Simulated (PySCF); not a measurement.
PySCF job for H3O3P, SMILES OP(O)O, B3LYP-D3(BJ)/def2-SVP. Geometry optimised at B3LYP-D3(BJ)/def2-SVP. The values are those of a single conformer.

```python
import numpy as np
from pyscf import gto, scf, dft, df
from pyscf.hessian import thermo

mol = gto.M(
    atom='''
    P    -0.00000000    0.00000000   -0.48969582
    O     1.15513412    0.85557341    0.32539728
    O    -1.31851536    0.57258878    0.32539728
    O     0.16338125   -1.42816220    0.32539728
    H     1.37661541    1.66612157   -0.15469914
    H    -2.13121131    0.35912313   -0.15469914
    H     0.75459589   -2.02524469   -0.15469914
    ''',
    basis='def2-SVP',
    charge=0,
    spin=0,
    max_memory=1600,
    verbose=3,
)
mf = dft.RKS(mol, xc='b3lyp').density_fit(auxbasis='def2-universal-jkfit')
mf.disp = 'd3bj'
mf.grids.level = 3
mf.conv_tol = 1e-11
mf.max_cycle = 100
mf.kernel()

# [left out here: the lines that compute and print the analytic Hessian (its translational invariance restored by hand, since the grid's response is missing), thermochemistry and intensities]
```

Log of the run:

```
converged SCF energy = -568.616027649198

WARN: DFTD3 does not support analytical Hessian, using finite difference


WARN: Mole.unit (angstrom) is changed to Bohr

Mode                                 0                   1                   2
Irrep
Freq [cm^-1]                      143.9219            144.0884            288.2503
Reduced mass [au]                   1.2389              1.2387              1.1257
Force const [Dyne/A]                0.0151              0.0152              0.0551
Char temp [K]                     207.0715            207.3111            414.7280
Normal mode                   x     y     z       x     y     z       x     y     z
       0   P                -0.01  0.03 -0.00   -0.03 -0.01  0.00   -0.00  0.00  0.03
       1   O                 0.04 -0.01 -0.01    0.03 -0.06 -0.02   -0.01  0.04  0.00
       2   O                -0.03 -0.07  0.02   -0.03  0.00  0.00   -0.03 -0.03  0.00
       3   O                -0.05  0.02 -0.01    0.06  0.02  0.02    0.04 -0.01  0.00
       4   H                 0.29 -0.18 -0.18   -0.43  0.28  0.35    0.35 -0.26 -0.33
       5   H                 0.02  0.27 -0.21    0.03  0.55 -0.33    0.05  0.43 -0.33
       6   H                 0.55  0.28  0.39    0.03  0.02 -0.02   -0.40 -0.17 -0.33
Mode                                 3                   4                   5
Irrep
Freq [cm^-1]                      367.7728            367.8334            461.6911
Reduced mass [au]                   3.9273              3.9284              6.7123
Force const [Dyne/A]                0.3130              0.3132              0.8430
Char temp [K]                     529.1432            529.2304            664.2708
Normal mode                   x     y     z       x     y     z       x     y     z
       0   P                -0.05 -0.03  0.00   -0.03  0.05 -0.00    0.00  0.00  0.09
       1   O                -0.07 -0.05  0.04    0.08 -0.11 -0.00    0.09  0.05 -0.05
       2   O                 0.01  0.13 -0.02   -0.09 -0.03 -0.04   -0.09  0.05 -0.05
       3   O                 0.12 -0.03 -0.02    0.07  0.08  0.04   -0.00 -0.10 -0.05
       4   H                 0.19 -0.20 -0.09    0.20 -0.12  0.05   -0.13  0.08 -0.10
       5   H                -0.04  0.07  0.09   -0.06 -0.34  0.05   -0.01 -0.15 -0.10
       6   H                 0.31  0.13  0.00   -0.13  0.00 -0.10    0.14  0.07 -0.10
Mode                                 6                   7                   8
Irrep
Freq [cm^-1]                      831.3996            839.4683            839.5121
Reduced mass [au]                   4.8189             12.1565             12.1521
Force const [Dyne/A]                1.9625              5.0474              5.0461
Char temp [K]                    1196.1989           1207.8080           1207.8710
Normal mode                   x     y     z       x     y     z       x     y     z
       0   P                 0.00  0.00 -0.09    0.08 -0.07  0.00   -0.07 -0.08 -0.00
       1   O                 0.07  0.07  0.05   -0.02 -0.02 -0.01    0.11  0.08  0.08
       2   O                -0.09  0.03  0.05   -0.12  0.06  0.08    0.04 -0.02 -0.04
       3   O                 0.02 -0.10  0.05   -0.01  0.10 -0.07   -0.01  0.09 -0.05
       4   H                 0.18  0.09  0.12   -0.07 -0.06 -0.10   -0.01  0.03 -0.06
       5   H                -0.16  0.11  0.12   -0.06 -0.00 -0.00   -0.06  0.04  0.11
       6   H                -0.01 -0.20  0.12   -0.02 -0.03  0.10   -0.03  0.08 -0.06
Mode                                 9                  10                  11
Irrep
Freq [cm^-1]                      973.1749            973.2226           1035.1118
Reduced mass [au]                   1.1445              1.1444              1.3329
Force const [Dyne/A]                0.6386              0.6387              0.8415
Char temp [K]                    1400.1821           1400.2507           1489.2954
Normal mode                   x     y     z       x     y     z       x     y     z
       0   P                -0.03  0.03  0.00    0.03  0.03 -0.00    0.00 -0.00  0.05
       1   O                 0.02 -0.01  0.04    0.01 -0.03  0.02   -0.02  0.01 -0.05
       2   O                 0.02  0.01  0.00   -0.01 -0.03 -0.04    0.01 -0.02 -0.05
       3   O                 0.04 -0.00 -0.04    0.00 -0.01  0.02    0.02  0.02 -0.05
       4   H                -0.31 -0.12 -0.32   -0.41 -0.16 -0.41    0.34  0.12  0.34
       5   H                 0.17 -0.14 -0.20   -0.40  0.32  0.48   -0.28  0.24  0.34
       6   H                -0.09 -0.54  0.52    0.01  0.07 -0.07   -0.07 -0.36  0.34
Mode                                12                  13                  14
Irrep
Freq [cm^-1]                     3823.0043           3823.1036           3824.0173
Reduced mass [au]                   1.0664              1.0664              1.0670
Force const [Dyne/A]                9.1832              9.1836              9.1934
Char temp [K]                    5500.4521           5500.5949           5501.9095
Normal mode                   x     y     z       x     y     z       x     y     z
       0   P                 0.00  0.00  0.00    0.00 -0.00 -0.00   -0.00  0.00 -0.00
       1   O                -0.00 -0.00  0.00   -0.01 -0.04  0.02    0.01  0.03 -0.02
       2   O                 0.04  0.01  0.02   -0.02 -0.01 -0.01   -0.03 -0.01 -0.02
       3   O                 0.03 -0.03 -0.02    0.01 -0.02 -0.01    0.02 -0.02 -0.02
       4   H                 0.01  0.03 -0.02    0.19  0.65 -0.37   -0.14 -0.49  0.28
       5   H                -0.57 -0.14 -0.32    0.38  0.09  0.22    0.46  0.11  0.26
       6   H                -0.42  0.44  0.34   -0.23  0.24  0.18   -0.33  0.35  0.27
temperature 298.1500 [K]
pressure 101325.00 [Pa]
Rotational constants [GHz] 7.29961 7.29961 4.46041
Symmetry number 3
Zero-point energy (ZPE) 0.04268 [Eh]   112063.610 [J/mol]
                           tot       elec      trans        rot        vib
Entropy [J/mol/K]       302.970      0.000    163.704     94.284     44.982
Cv [J/mol/K]             78.738      0.000     12.472     12.472     53.794
Cp [J/mol/K]             87.052      0.000     20.786     12.472     53.794
Internal energy [J/mol]                      3718.434   3718.434 119939.883
Internal energy [Eh]   -568.56751  -568.61603
Enthalpy [J/mol]                             6197.391   3718.434 119939.883
Enthalpy [Eh]          -568.56657
Gibbs free energy [J/mol]                  -42611.035 -24392.370 106528.510
Gibbs free energy [Eh] -568.60097
static polarisability / bohr^3: [[ 3.3767e+01  0.0000e+00 -0.0000e+00]
 [-0.0000e+00  3.3767e+01 -1.0000e-03]
 [-0.0000e+00  0.0000e+00  2.2014e+01]]
largest difference of analytic and finite-field dipole derivatives / e: 0.0009618167884581919
mode   freq/cm-1   IR/(km/mol)   Raman/(A^4/amu)   depolarisation
   1      143.92        98.653             5.727            0.750
   2      144.09        98.651             5.739            0.750
   3      288.25        86.310             1.237            0.525
   4      367.77         4.660             1.234            0.750
   5      367.83         4.658             1.236            0.750
   6      461.69         9.832             1.202            0.681
   7      831.40        30.442            14.112            0.009
   8      839.47       226.589             5.531            0.750
   9      839.51       226.471             5.530            0.750
  10      973.17       121.556             4.220            0.750
  11      973.22       121.509             4.222            0.750
  12     1035.11       168.388             4.265            0.587
  13     3823.00       127.902            57.813            0.750
  14     3823.10       127.907            57.932            0.747
  15     3824.02        13.103           145.507            0.073
max |gradient| / (hartree/bohr): 2.8825851802792183e-05
APT charges: [ 1.4077 -0.7648 -0.7647 -0.7648  0.2956  0.2955  0.2955]
```

The calculation finished and met its thresholds.

Cost: roughly 50 core-seconds.
